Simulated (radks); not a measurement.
The numbers below are computed, except where a source is named.
Q: The lutetium ion Lu3+, [Xe] 4f14. Code: a radial shooting solver on a logarithmic mesh with Libxc functionals. Model: non-relativistic Kohn-Sham, PBE, spin-polarised, spherical densities, point nucleus. Every spin shell is full or empty, so the densities are truly spherical. Functionals are evaluated on that one density, not self-consistently. Rank these exchange functionals by their error against the exact value of the orbitals, and give that value: LDA, revPBE, PW86, AM05, B86b, EV93, TPSS, SCAN, r2SCAN, MS2, Tao-Mo.

A: Exact: -281.977 hartree. From best to worst, with 100 (|E| - |E exact|)/|E exact| (equal figures are ties): r2SCAN 0.00, revPBE -0.04, PW86 -0.12, TPSS -0.19, B86b +0.23, SCAN +0.24, EV93 -0.25, MS2 -0.46, Tao-Mo -0.63, AM05 -3.60, LDA -3.83.
